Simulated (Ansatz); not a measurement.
CH₄BClSi from Hartree–Fock to CCSD(T)

Cartesian coordinates in Å:
```
Cl 0.947 -2.744 0.008
C 0.573 -1.080 0.155
B -0.540 -0.411 -0.529
Si -0.395 1.376 0.059
H 1.280 -0.603 0.828
H -1.333 -0.897 -1.270
H 0.684 1.778 0.999
H -1.216 2.580 -0.250
```

Charge 0, multiplicity 1. The bonds changed during the relaxation, so this is another structure than the one it started from. The structure was optimised at the PBE0-D4/def2-TZVP level. Frozen core, restricted reference, the Gaussian-basis code of Ansatz. CBS rows extrapolate triple and quadruple zeta; past MP2 they add the triple-zeta difference.

```csv
basis,HF (Eh),MP2 corr.,CCSD corr.,(T),CCSD(T) total
def2-SVP,-812.92666,-0.46118,-0.50694,-0.02079,-813.45439
def2-TZVPP,-813.26019,-0.58539,-0.62939,-0.03299,-813.92257
def2-QZVPP,-813.28452,-0.62949,–,–,–
CBS(def2),-813.28787,-0.66216,-0.70615,as TZ,-814.02701
```
